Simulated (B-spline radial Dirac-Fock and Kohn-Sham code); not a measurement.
**Photoionisation of zinc ions at Mo Kα (17479.3 eV)**

Model: independent-particle photoionisation in a Dirac-Hartree-Slater potential with a Latter tail, all multipoles, thresholds from Dirac-Fock ΔSCF. Program: a radial atomic solver. Cross sections in kb; a dash marks an empty subshell or a threshold above the photon energy.

```csv
ion,configuration,total,2p1/2,2p3/2,3s,3p1/2,4s
Zn,[Ar] 3d10 4s2,5.789,0.0654,0.116,0.0585,0.00893,0.00376
Zn³⁺,[Ar] 3d9,5.787,0.0654,0.116,0.0592,0.00911,–
Zn⁵⁺,[Ar] 3d7,5.791,0.0653,0.116,0.0618,0.00965,–
Zn⁷⁺,[Ar] 3d5,5.797,0.0653,0.116,0.0653,0.0104,–
Zn¹⁰⁺,[Ar] 3d2,5.807,0.0654,0.116,0.0719,0.0117,–
Zn²¹⁺,[He] 2s2 2p5,5.737,0.0593,0.105,–,–,–
Zn²⁸⁺,1s2,5.169,–,–,–,–,–
```

Values without a named source are computed, but for edge energies of neutral atoms, which are taken from tables.
